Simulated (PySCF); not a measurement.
**Electron correlation in Sm (samarium, neutral)**

[Xe] 4f6 5d2, one real determinant (an excited configuration). Computed with PySCF 2.14 in x2c-TZVPPall with one added diffuse shell each of s, p, d, f type (12s8p8d5f2g, 129 functions), with scalar relativity by spin-free X2C-1e. Frozen: [Ar] 3d10; 34 electrons correlated.

MP2 pair energies summed by pair of shells (mhartree):

| pair | energy | share (%) |
| --- | --- | --- |
| 4d-4f | -229.03 | 19.6 |
| 4d-4d | -189.06 | 16.2 |
| 4f-5p | -129.90 | 11.1 |
| 5p-5p | -106.88 | 9.2 |
| 4f-4f | -101.96 | 8.7 |
| 4d-5p | -91.11 | 7.8 |
| 4p-4d | -54.36 | 4.7 |
| 5p-5d | -38.31 | 3.3 |
| 5s-5p | -33.58 | 2.9 |
| 4f-5s | -30.66 | 2.6 |
| 4d-5s | -29.71 | 2.5 |
| 4p-4f | -26.47 | 2.3 |
| 4s-4d | -18.36 | 1.6 |
| 4f-5d | -17.04 | 1.5 |
| 4p-4p | -15.30 | 1.3 |
| 4p-5p | -10.15 | 0.9 |
| 4s-4f | -9.16 | 0.8 |
| 4d-5d | -6.10 | 0.5 |
| 5s-5s | -5.94 | 0.5 |
| 4p-5s | -5.79 | 0.5 |
| 4s-4p | -5.70 | 0.5 |
| 5s-5d | -4.65 | 0.4 |
| 5d-5d | -3.94 | 0.3 |
| 4s-4s | -1.77 | 0.2 |
| 4s-5p | -1.10 | 0.1 |
| 4s-5s | -0.91 | 0.1 |
| 4p-5d | -0.45 | 0.0 |
| 4s-5d | -0.12 | 0.0 |

Total MP2 correlation energy: -1167.5 mhartree.

Same-spin part -485.61 and opposite-spin part -681.90 mhartree; SCS-MP2 scales them by 1/3 and 6/5 to -980.15 mhartree.

The reference is one real determinant that mixes LS terms of this configuration.

This basis was not built for core-valence correlation, so the inner-shell part is incomplete.
